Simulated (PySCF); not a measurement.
Start geometry of `[SiH3]P([SiH3])[SiH3]` from GFN2-xTB (Å):
```
atom  x, y, z in Å
Si1   -0.451    1.951    0.019
P2     0.077    0.007   -0.922
Si3    1.923   -0.540    0.189
Si4   -1.453   -1.407   -0.125
H5     0.218    2.992   -0.756
H6    -0.023    2.021    1.419
H7    -1.904    2.091   -0.056
H8     2.979    0.346   -0.294
H9     2.208   -1.938   -0.119
H10    1.769   -0.383    1.640
H11   -0.819   -2.395    0.749
H12   -2.054   -2.063   -1.285
H13   -2.478   -0.681    0.626
```

Problem. What comes out of this run: PBE0-D3(BJ)/def2-SVP geometry optimisation, gas phase in PySCF 2.14.0?

Solution. 
```
atom  x, y, z in Å
Si1   -0.4843    1.8910   -0.0428
P2     0.0438   -0.0165   -1.1326
Si3    1.8814   -0.5189    0.0821
Si4   -1.3940   -1.3766   -0.0222
H5     0.5088    2.9380   -0.4293
H6    -0.4776    1.7418    1.4462
H7    -1.8483    2.3106   -0.4828
H8     2.9502    0.4662   -0.2631
H9     2.3254   -1.8924   -0.3000
H10    1.6444   -0.4781    1.5593
H11   -0.6343   -2.3707    0.7975
H12   -2.2407   -2.1107   -1.0077
H13   -2.2836   -0.5827    0.8813
```

The energy falls by 17.7 kJ/mol over 10 energy and gradient evaluations, the largest force component goes from 0.0153 to 1.9e-04 Eh/bohr, and the atoms move by 0.297 Å rms after alignment. The bond that changes most is P2–Si4 (three-coordinate phosphorus to SiH3 silicon), which lengthens by 0.039 Å. Bonds longer at the end by more than 0.005 Å: 12 of 12; shorter: 0. Among the angles that change most is Si1–P2–Si4, from 103.9° to 97.0°. Among the dihedrals that turn most is H7–Si1–P2–Si4, from -43° to -71°. Rotational constants go from 2226, 2142, 1252 to 2196, 2180, 1316 MHz. The orientation of the end geometry is arbitrary; only internal coordinates are fixed.

The run used 117 basis functions and 61 SCF cycles in all.

No PBE0-D3(BJ)/def2-SVP frequencies stand behind this structure, so it isn't proved a minimum.
